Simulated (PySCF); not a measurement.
Gas-phase reaction: 6 CuH + C4H6 (butadiene) ⇌ 3 Cu2 + 4 CH3

Method: PySCF energies (xtb for GFN2) plus ideal-gas RRHO corrections (1 bar). † marks an energy on the PBE0/def2-TZVP geometry and frequencies; other levels use their own. 6-31G* has spherical d functions here. Open shells (unrestricted): CH3 (multiplicity 2); the rest are closed-shell singlets. GFN2 has no spin-polarisation term. B3LYP is the form with VWN-RPA correlation. Cu: all electrons, no relativistic terms. The harmonic model lacks anharmonicity and excited electronic states, which grow with temperature; levels with a mode under 35 cm⁻¹ are left out. Internal rotation in C4H6 (butadiene) is treated as a harmonic vibration of one conformer, which makes the entropy rough.

```csv
level,"ΔE electronic, kJ","ΔH°(298 K), kJ","ΔS°(298 K), J/K","ΔG°(800 K), kJ"
B3LYP/6-31G*,22,47,43,11
B3LYP/def2-TZVP†,68,99,51,58
GFN2-xTB,882,920,48,881
HF/6-31G*,-224,-190,57,-240
M06-2X/def2-TZVP†,-5,27,51,-15
PBE/def2-TZVP†,128,160,51,118
PBE0/def2-SVP†,74,106,51,64
r2SCAN/def2-TZVP†,62,94,51,52
LDA/def2-TZVP†,270,302,51,261
ωB97M-V/def2-TZVP†,146,177,51,136
ωB97X-V/def2-TZVP†,136,168,51,126
```
ΔH° is lowest at HF/6-31G* and highest at GFN2-xTB. No reference value is set beside these.
